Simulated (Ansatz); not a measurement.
Species: sum formula AlO$_{2}$BrH$_{2}$, charge 0, multiplicity 1. 
Coordinates optimised at B3LYP-D3(BJ)/def2-TZVP (Ansatz, an electronic-structure program):
```xyz
6

O      1.8693    -1.3114     0.0140
Al     0.2288    -0.9184     0.0718
O     -1.0400    -2.0179     0.2464
Br    -0.3113     1.2496    -0.0977
H      2.2323    -2.1953     0.0749
H     -0.9464    -2.9672     0.3289
```
Charge 0, spin multiplicity 1.

Basis-set convergence of Hartree-Fock and MP2 correlation energies (hartree) with Ansatz. Cores are frozen in the correlated levels unless marked. No spin-orbit coupling. Frozen are the shells of the preceding noble gas and the d and f shells that filled before the atom's block. Non-relativistic.

```tsv
basis	functions	E(HF)	E(corr, MP2)
def2-SVP	88	-2964.90104	-0.55056
def2-TZVPP	180	-2965.50259	-0.71473
def2-QZVPP	333	-2965.56680	-0.77915
```

Extrapolating the two largest sets (X = 3 and 4) as X^-3: E(corr) = (64·(-0.77915) - 27·(-0.71473))/37 = -0.8262 Eh, an estimate of the basis-set limit. The largest set recovers 94.3 % of it, the smallest 66.6 %.
